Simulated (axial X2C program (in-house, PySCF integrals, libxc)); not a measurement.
# Outer orbitals of CaSi⁺ at 2.654 Å, PBE0

All values were computed with an axial X2C code built on PySCF integrals. Spin-free means the one-electron spin-free X2C Hamiltonian; two-component (2c) means X2C with spin–orbit coupling and atomic mean-field two-electron Coulomb and Gaunt terms, so the difference of the two also holds small scalar two-electron terms. Basis: Ca dyall-cv3z [11s12p6d4f], Si dyall-v3z [8s7p2d1f] (cores contracted in-house); Gaussian nuclei, density fitting, unrestricted open shells. Masses: Ca 39.963 u, Si 27.977 u.

The distance is close to the 2c PBE0 minimum; the highest filled and lowest empty levels are listed.

Spin-free orbitals, state M_S = 3/2, Λ = 0 (beyond evenly filled blocks: σα, π+α, π-α) (Löwdin shares):

```
symmetry  occupied  ε (eV)              atomic character
      σα       yes  -17.09   71% Si s, 11% Ca p, 8% Ca d
      σβ       yes  -14.45   70% Si s, 11% Ca p, 8% Ca d
      σα       yes  -10.50   68% Si p, 18% Ca s, 7% Ca d
     π+α       yes   -9.80   68% Si p, 21% Ca d, 7% Ca p
     π-α       yes   -9.80   68% Si p, 21% Ca d, 7% Ca p
      σβ        no   -7.19   50% Ca s, 38% Si p, 6% Ca p
      σα        no   -6.90  57% Ca s, 19% Ca p, 15% Ca d
     π+β        no   -6.33   52% Si p, 39% Ca d, 7% Ca p
     π-β        no   -6.33   52% Si p, 39% Ca d, 7% Ca p
```

Spinors with spin–orbit coupling (state Ω = 3/2):

| ω | occupied | ε (eV) | atomic character | λ mixture |
| --- | --- | --- | --- | --- |
| -1/2 | yes | -35.35 | 99% Ca p | 93% σ, 7% π |
| 1/2 | yes | -17.09 | 71% Si s, 11% Ca p, 8% Ca d | 100% σ |
| -1/2 | yes | -14.45 | 70% Si s, 11% Ca p, 8% Ca d | 100% σ |
| 1/2 | yes | -10.50 | 68% Si p, 18% Ca s, 7% Ca d | 100% σ |
| -1/2 | yes | -9.81 | 68% Si p, 21% Ca d, 7% Ca p | 100% π |
| 3/2 | yes | -9.80 | 68% Si p, 21% Ca d, 7% Ca p | 100% π |
| -1/2 | no | -7.18 | 50% Ca s, 38% Si p, 6% Ca p | 100% σ |
| 1/2 | no | -6.90 | 57% Ca s, 19% Ca p, 15% Ca d | 100% σ |
| 1/2 | no | -6.34 | 52% Si p, 39% Ca d, 7% Ca p | 100% π |
| -3/2 | no | -6.32 | 52% Si p, 40% Ca d, 7% Ca p | 100% π |

Mulliken charges and populations of the two-component result (they depend on the basis, above all on diffuse functions):

Ca 1.01 e (s 6.30 p 12.17 d 0.50 f 0.02), Si -0.01 e (s 5.86 p 8.12 d 0.03). ⟨Lz⟩ = 0.00 ħ and ⟨Sz⟩ = 1.50 ħ (0.42 and 1.08 on the two atoms), which add up to Ω.

The state is one determinant whose occupation by symmetry is held fixed; it was picked as the lowest of a PBE0 search that is not exhaustive. Density functionals use the spin component along the axis (collinear). Other states lie close and PBE0, whose exact exchange favours high spin, may order them wrongly; the determinant shown need not be the ground state. The nearest other spin-free determinant of the search, M_S = 1/2, Λ = 1, lies 0.64 eV up at the distance of the search. With several unpaired electrons one determinant need not be a pure state. This is the top spin component of a Σ state; components of lower Ω are not single determinants and can lie lower.
